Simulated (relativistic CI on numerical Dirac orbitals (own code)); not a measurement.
## d1 to d9 in one octahedral field

Computed with a parametric ligand-field model without spin-orbit coupling, by exact diagonalisation: B = 630, C = 2700, 10Dq = 8400 cm⁻¹ (Oh; |10Dq|/B = 13.3) for every shell. Energies in cm⁻¹; the field energy is (0.6 n_e − 0.4 n_t2) × 10Dq of the ground term; g labels are left out.

| Shell | Ground term | Electrons in e | Field energy | First spin-allowed bands | Lowest term of other spin |
| --- | --- | --- | --- | --- | --- |
| d1 | 2T2 | 0.000 | -3360 | 2E 8400 |  |
| d2 | 3T1 | 0.060 | -6220 | 3T2 7461, 3A2 15861 | 1T2 9560 |
| d3 | 4A2 | 0.000 | -10080 | 4T2 8400, 4T1 13306 | 2E 12443 |
| d4 | 5E | 1.000 | -5040 | 5T2 8400 | 3T1 7344 |
| d5 | 6A1 | 2.000 | 0 | none | 4T1 13384 |
| d6 | 5T2 | 2.000 | -3360 | 5E 8400 | 1A1 5733 |
| d7 | 4T1 | 2.060 | -6220 | 4T2 7461, 4A2 15861 | 2E 4379 |
| d8 | 3A2 | 2.000 | -10080 | 3T2 8400, 3T1 13306 | 1E 10171 |
| d9 | 2E | 3.000 | -5040 | 2T2 8400 |  |

Every shell keeps the spin of the free ion. Only d4 to d7 can choose; the field needed to pair spins is smallest for d6 and largest for d5, which loses most exchange energy. In the strong-field picture 10Dq must exceed about 6B + 5C = 17280 (d4), 7.5B + 5C = 18225 (d5), 2.5B + 4C = 12375 (d6) and 4B + 4C = 13320 (d7); mixing of terms shifts these bounds somewhat. High-spin d^(n+5) repeats the spin-allowed bands of d^n, since the half-filled shell is spherical.
